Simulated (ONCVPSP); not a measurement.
## LDA (Perdew-Zunger) ONCV dataset for Lu, scalar-relativistic all-electron reference.

```json
{
  "Element": "Lu (Z = 71)",
  "Generator": "ONCVPSP 4.0.1",
  "Type": "optimised norm-conserving Vanderbilt (ONCV)",
  "Functional": "LDA (Perdew-Zunger)",
  "Relativity": "scalar-relativistic",
  "Frozen core": "[Kr] 4d10",
  "Valence charge": "25",
  "Reference configuration": "4f14 5s2 5p6 5d1 6s2",
  "Partial waves": "5s+6s: rc 1.80 bohr, ncon 4, nbas 7, qcut 8.7 1/bohr, 3 projectors, debl 2.5 Ha; 5p: rc 1.60 bohr, ncon 5, nbas 9, qcut 8.4 1/bohr, 2 projectors, debl 2.2 Ha; 5d: rc 2.80 bohr, ncon 4, nbas 8, qcut 5.9 1/bohr, 3 projectors, debl 0.7 Ha; 4f: rc 1.20 bohr, ncon 5, nbas 10, qcut 14.3 1/bohr, 2 projectors, debl 1.4 Ha",
  "Local potential": "polynomial inside 0.75 bohr (lpopt 5, dvloc0 0 Ha)",
  "Core correction": "Teter function, fcfact 6, rcfact 1.65"
}
```

Poles of the logarithmic derivatives, all-electron (AE) and pseudo (PS). s: poles at -1.8 (AE) and -1.8 (PS) Ha. p: poles at 0.4 (AE) and 0.4 (PS) Ha. d: poles at 0.3, 3.0 (AE) and 0.3, 3.0 (PS) Ha. f: poles at 0.2 (AE) and 0.2 (PS) Ha. Test radii: s 1.83, p 1.62, d 2.85, f 1.22 bohr.

* Cutoffs needed: 94 Ha and 126 Ha (the cutoffs (Ha) at which the residual kinetic energy of the hardest occupied pseudo-wave falls to 1 and 0.1 mHa per electron)
* Ghost test: ghosts flagged at negative energy: s at -505.1 eV, d at -320.5 eV, p at -8.5 eV; no localised positive-energy state flagged; a true bound ghost makes a file unfit for plane-wave use
* Configuration tests: 2 of 4 tests not solved or not reliable
* rms error of d²Exc/dni dnj: 4.08 mHa without and 1.67 mHa with the model core
